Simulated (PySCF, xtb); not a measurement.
# Two structures of BO2S−

Structure a is `O=BO[S-]`, a singlet and structure b is a singlet given by its coordinates. Both are isolated ions in the gas phase, relaxed with PBE0-D3(BJ)/def2-SVPD; the shapes shown needn't be the lowest conformers.

a (Å):

```xyz
4

B     0.2734   -0.5904    0.3363
O    -0.8609   -1.0554    0.4519
O     1.5314   -0.2570    0.2761
S     1.6141    1.4528   -0.3554
```

b (Å):

```xyz
4

B    -2.4178   -0.2444    1.0109
O    -3.0024   -1.2336    1.4898
O    -1.3891    0.5865    0.7777
S    -2.6581    1.4498   -0.2004
```

Close contacts (Å): B1–O2 1.24, B1–O3 1.34, B1–S4 2.10, O3–S4 1.82.

Quicker runs give these differences E(b) − E(a): GFN2-xTB +0.086 eV; HF/STO-3G −0.116 eV (at GFN2-xTB geometries); r2SCAN-D4/def2-SVPD −0.052 eV (at GFN2-xTB geometries).

Task: Estimate which is lower in electronic energy at CCSD(T)/def2-SVPD + ΔMP2/def2-TZVPPD, and by roughly how much.

Result: CCSD(T)/def2-SVPD + ΔMP2/def2-TZVPPD gives E(b) − E(a) = +0.028 eV, slightly favouring structure a, which is too small a margin to settle the true order.

How the difference moves with the method:

```json
{"level": "GFN2-xTB", "geometry": "GFN2-xTB", "E(b) − E(a) (eV)": "+0.086", "departure from the last row (eV)": "+0.058", "job, with rough time for the two": "optimisation, 0.32 s"}
{"level": "HF/STO-3G", "geometry": "GFN2-xTB", "E(b) − E(a) (eV)": "−0.116", "departure from the last row (eV)": "−0.145", "job, with rough time for the two": "single point, 2.1 s"}
{"level": "r2SCAN-D4/def2-SVPD", "geometry": "GFN2-xTB", "E(b) − E(a) (eV)": "−0.052", "departure from the last row (eV)": "−0.081", "job, with rough time for the two": "single point, 16 s"}
{"level": "PBE0-D3(BJ)/def2-SVPD", "geometry": "PBE0-D3(BJ)/def2-SVPD", "E(b) − E(a) (eV)": "+0.006", "departure from the last row (eV)": "−0.022", "job, with rough time for the two": "optimisation, 2.2 min"}
{"level": "HF/def2-SVPD", "geometry": "PBE0-D3(BJ)/def2-SVPD", "E(b) − E(a) (eV)": "+0.408", "departure from the last row (eV)": "+0.379", "job, with rough time for the two": "part of the CCSD(T) run"}
{"level": "MP2/def2-SVPD", "geometry": "PBE0-D3(BJ)/def2-SVPD", "E(b) − E(a) (eV)": "+0.074", "departure from the last row (eV)": "+0.046", "job, with rough time for the two": "part of the CCSD(T) run"}
{"level": "CCSD(T)/def2-SVPD", "geometry": "PBE0-D3(BJ)/def2-SVPD", "E(b) − E(a) (eV)": "+0.131", "departure from the last row (eV)": "+0.102", "job, with rough time for the two": "single point"}
{"level": "CCSD(T)/def2-SVPD + ΔMP2/def2-TZVPPD", "geometry": "PBE0-D3(BJ)/def2-SVPD", "E(b) − E(a) (eV)": "+0.028", "departure from the last row (eV)": "", "job, with rough time for the two": "single point, 76 s"}
```

The largest departure from CCSD(T)/def2-SVPD + ΔMP2/def2-TZVPPD is that of HF/def2-SVPD, 0.379 eV. A small imaginary or near-zero mode remains, so no thermal terms are given. The last row adds to CCSD(T) the change of the MP2 difference between the two basis sets, here −0.102 eV.

The correlated steps freeze 8 core orbitals. Programs: PySCF 2.14.0, xtb 6.7.1; the last row on 2 threads of Intel(R) Xeon(R) Platinum 8259CL CPU @ 2.50GHz (Skylake/Cascade Lake) on a shared host.
